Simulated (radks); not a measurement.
Values are calculated unless marked as measured or tabulated.
Rh V, 41 electrons, occupied as [Kr] 4d5. Code: a radial shooting solver on a logarithmic mesh with Libxc functionals. Model: scalar-relativistic Kohn-Sham, PBEsol, spin-polarised, spherical densities, finite nucleus; open shells are filled with parallel spins first (spin-orbit coupling, left out, can overturn this in heavy ions); Fermi nuclear charge, rms radius 4.4945 fm.

Radial electron density D(r) = 4 pi r^2 rho(r):

r (bohr)  D(r) (e/bohr)   spin D(r)
0.001115          1.291  -0.0000500
0.001452          2.062  -0.0000797
0.00189           3.264   -0.000126
0.002461          5.106   -0.000197
0.003205          7.862   -0.000302
0.00414           11.72   -0.000449
0.00539           17.24   -0.000658
0.007019          24.52   -0.000932
0.00914           33.39    -0.00127
0.0119            42.98    -0.00163
0.0155            51.54    -0.00199
0.02018           56.69    -0.00230
0.02628           56.65    -0.00252
0.03421           52.42    -0.00232
0.0442            49.03    0.000338
0.05755           52.50      0.0138
0.07494           63.48      0.0616
0.09758           71.77       0.190
0.1271            65.85       0.453
0.1654            51.24       0.834
0.2154            47.42        1.13
0.2805            55.45       0.999
0.3653            51.93       0.367
0.4718            31.96     -0.0197
0.6144            16.30       0.884
0.8               14.82        3.03
1.042             14.22        4.52
1.356             8.570        3.87
1.766             3.170        1.99
2.3              0.7272       0.585
2.995           0.09658      0.0896
3.9            0.005999     0.00589

D(r) has 4 maxima, at r = 0.0229, 0.101, 0.309, 0.895 bohr, and minima at 0.0456, 0.199, 0.715 bohr, inside which lie 2.02, 11.08, 29.12 electrons.
